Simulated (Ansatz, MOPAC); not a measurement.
System: Si₂H₅, charge 1, multiplicity 1. SMILES of the parent species: [SiH2][SiH3]

Atoms: Si1, Si2, H3, H4, H5, H6, H7. Bonds: Si1-Si2, Si1-H3, Si1-H4, Si2-H5, Si2-H6, Si2-H7.

Bond lengths (Å) and angles (degrees) optimised at AM1 with MOPAC; HF/6-31G* with Ansatz (an electronic-structure program); B3LYP/6-31G* with Ansatz; MP2/6-31G* with Ansatz, each started from the B3LYP-D3(BJ)/def2-TZVP structure (Ansatz) of the last column. A row stands for all coordinates that are equal there; 7 of 10 kinds are shown. 6-31G* holds six Cartesian d functions. No wavenumbers were computed at MP2/6-31G*, so these may be saddle points.

| coordinate | AM1 | HF/6-31G* | B3LYP/6-31G* | MP2/6-31G* | B3LYP-D3(BJ)/def2-TZVP |
|---|---|---|---|---|---|
| Si1-Si2 | 2.448 | 2.397 | 2.381 | 2.374 | 2.371 |
| Si1-H3 | 1.448 | 1.463 | 1.481 | 1.475 | 1.476 |
| Si2-H5 | 1.464 | 1.465 | 1.483 | 1.478 | 1.480 |
| Si2-H6 | 1.462 | 1.462 | 1.476 | 1.474 | 1.471 |
| Si2-Si1-H3 | 122.5 | 123.9 | 124.1 | 123.9 | 123.9 |
| Si1-Si2-H5 | 97.5 | 102.2 | 100.4 | 101.3 | 98.9 |
| Si1-Si2-H6 | 108.8 | 104.3 | 105.0 | 104.5 | 105.3 |

Mean signed difference of all 6 bond lengths from B3LYP-D3(BJ)/def2-TZVP: AM1 -0.002 Å, HF/6-31G* -0.006 Å, B3LYP/6-31G* 0.006 Å, MP2/6-31G* 0.001 Å.
